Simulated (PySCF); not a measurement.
CH6ClNSi3, SMILES [Si@H]1(Cl)C=N[Si@H]1[SiH3]. Atoms are numbered in the order given.

```xyz
12

Si     2.3716    -0.7240     0.2329
Si     0.2087    -1.3640    -0.3433
N     -0.2400    -0.6436    -1.9514
C     -1.0207     0.3377    -1.6560
Si    -1.3714     0.2408     0.2232
Cl    -0.7880     1.8783     1.3542
H      2.5899    -1.0042     1.6827
H      2.4897     0.7416    -0.0112
H      3.3988    -1.4515    -0.5671
H     -0.0387    -2.8304    -0.2504
H     -1.3831     1.0200    -2.4482
H     -2.7816    -0.0664     0.5887
```
Charge 0, spin multiplicity 1.

Coordinates come from a ωB97X-D3(BJ)/def2-SVP optimisation. The structure was generated by enumeration; whether it is a known compound was not checked.

Two levels are set side by side: PBE/pcSseg-1 (PySCF) and HF/pcSseg-1 (PySCF). GIAO shifts against HCl (³⁵Cl), NH3 (¹⁵N), TMS (²⁹Si), TMS (¹H), TMS (¹³C) at the same level; non-relativistic, no solvent, atoms listed together averaged. Without spin–orbit terms, shifts of atoms bonded to Cl or Br come out too high at both levels. Differences are taken from unrounded values.

| quantity | PBE |
|---|---|
| δ(²⁹Si) of Si1 (ppm) | -105.7 |
| δ(²⁹Si) of Si2 (ppm) | 5.9 |
| δ(¹⁵N) of N3 (ppm) | 543.3 |
| δ(¹³C) of C4 (ppm) | 219.3 |
| δ(²⁹Si) of Si5 (ppm) | 3.2 |
| δ(³⁵Cl) of Cl6 (ppm) | 35.0 |
| δ(¹H) of H10 (ppm) | 6.32 |
| δ(¹H) of H11 (ppm) | 10.29 |
| δ(¹H) of H12 (ppm) | 6.56 |

### Question
These are the PBE values. What does HF give? (The exact figures need the calculation; the answer reports its results.)

### Answer

```json
[
 {"quantity": "δ(²⁹Si) of Si1 (ppm)", "HF": "-88.6", "PBE minus HF": "-17.0"},
 {"quantity": "δ(²⁹Si) of Si2 (ppm)", "HF": "9.2", "PBE minus HF": "-3.3"},
 {"quantity": "δ(¹⁵N) of N3 (ppm)", "HF": "578.7", "PBE minus HF": "-35.3"},
 {"quantity": "δ(¹³C) of C4 (ppm)", "HF": "220.8", "PBE minus HF": "-1.5"},
 {"quantity": "δ(²⁹Si) of Si5 (ppm)", "HF": "3.8", "PBE minus HF": "-0.6"},
 {"quantity": "δ(³⁵Cl) of Cl6 (ppm)", "HF": "-47.3", "PBE minus HF": "82.2"},
 {"quantity": "δ(¹H) of H10 (ppm)", "HF": "5.55", "PBE minus HF": "0.77"},
 {"quantity": "δ(¹H) of H11 (ppm)", "HF": "10.37", "PBE minus HF": "-0.08"},
 {"quantity": "δ(¹H) of H12 (ppm)", "HF": "5.52", "PBE minus HF": "1.03"}
]
```

Rough cost on one machine, each run with all the roots and properties that it gave: HF against PBE within a factor of 2.
